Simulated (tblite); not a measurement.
Species: C7H12F (doublet state).
Atom-mapped SMILES: `[CH3:1][CH:2]([CH3:3])/[C:4]=[CH:5]\[C@@H:6]([CH3:7])[F:8]` (hydrogens: H9, H10, H11 on C1; H12 on C2; H13, H14, H15 on C3; H16 on C5; H17 on C6; H18, H19, H20 on C7)

Computed geometry: GFN2-xTB, gas phase. This method treats the open shell by occupation alone, without spin polarisation.

**Question.** Give the optimised bond lengths and angles.

**Answer.** 
```csv
bond,length (bohr),order
C1–C2,2.901,single
C2–C3,2.902,single
C2–C4,2.761,single
C4=C5,2.443,double
C5–C6,2.885,single
C6–C7,2.875,single
C6–F8,2.617,single
"C1–H9, C1–H10, C1–H11",2.055,single
C2–H12,2.079,single
"C3–H13, C3–H14, C3–H15",2.055,single
C5–H16,2.050,single
C6–H17,2.071,single
"C7–H18, C7–H19, C7–H20",2.055,single
```

Bonds in one row agree within 0.02 bohr and their mean is given. Orders are formal, as drawn. A selection of angles:
```csv
angle,degrees
C1–C2–C3,111.3
C1–C2–C4,111.0
C3–C2–C4,110.8
C2–C4–C5,145.6
C4–C5–C6,127.0
C5–C6–C7,111.2
C5–C6–F8,108.5
C7–C6–F8,108.8
```

Dihedral angles: C1–C2–C4–C5 65° (synclinal); C2–C4–C5–C6 -1° (synperiplanar); C4–C5–C6–C7 106° (anticlinal).

C5 (carbon bonded to 2 C and H) is planar (angles 127.0°, 121.2° and 111.7°, sum 360.0°, 0.00 Å off the plane of its three neighbours). Of the pairs four or more bonds apart, H9···H17 is among the closest relative to their van der Waals radii: 2.41 Å, 101 % of the sum of Bondi's values. The C–C distances run from 1.293 Å (C4=C5, drawn double) to 1.536 Å (C2–C3, drawn single), a spread of 0.243 Å. C4 (carbon bonded to 2 C) is bent (angle 145.6°).

Point group: C1 (no symmetry element, even within 0.4 Å). Its GFN2-xTB frequencies are all real (lowest 35 cm⁻¹). 2 starts were optimised and ended at 0.00 and 2.13 kcal/mol (GFN2-xTB); the lowest of these is shown.

One conformer stands for the species.
